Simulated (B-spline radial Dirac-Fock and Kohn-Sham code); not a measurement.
How the binding energies of Tl⁶⁹⁺ add up

System: the Tl⁶⁹⁺ ion, [Ne] 3s2; nuclear rms radius 5.4759 fm (A = 205).

The run's input, task.json:

```json
{"items": [{
  "Z": 81,
  "q": 69,
  "cfg": [[1, 0, 2], [2, 0, 2], [2, 1, 6], [3, 0, 2]],
  "A": 205,
  "rrms": 5.4759,
  "do": ["binding"]
}]}
```

Run with: `python xray_run.py task.json out`

Model: Dirac-Fock energy differences between relaxed states, corrected for Breit and QED terms. Program: a radial B-spline solver. No correlation. Energies are counted from the vacuum level.

All terms are in eV, carry their sign (relaxation lowers the binding energy) and add up to the binding energy; ⟨r⟩ is the mean radius of the orbital in the initial state.

```
subshell  −ε (Koopmans)  relaxation    Breit      QED  binding energy  ⟨r⟩ (bohr)
      1s        92421.5      -27.71  -300.63  -164.35         91928.8       0.016
      2s        21435.6       -3.93   -34.45   -26.10               ?       0.067
   2p1/2        20857.7       -6.17   -57.65    -1.01         20792.8       0.055
   2p3/2        18724.9       -4.42   -32.06    -3.22         18685.2       0.063
      3s         8746.2       -0.25    -8.80    -7.28          8729.9       0.163
```

Question: Which binding energy belongs in the row of 2s?

Answer: 21371.2 eV, the sum of the terms in that row (to rounding).

For the deepest level, K (1s), the Breit terms make up -0.327 % of the binding energy, QED -0.179 % and orbital relaxation -0.030 %.

Spin-orbit splittings: 2p 2107.7 eV.

Going to the tabulated ground configuration of the next ion removes an electron from M1 (3s), computed at 8729.9 eV. NIST lists 8730 ± 50 eV as the ionisation energy of this species (theoretical), +0.09 eV from the computed value, within the stated uncertainty.
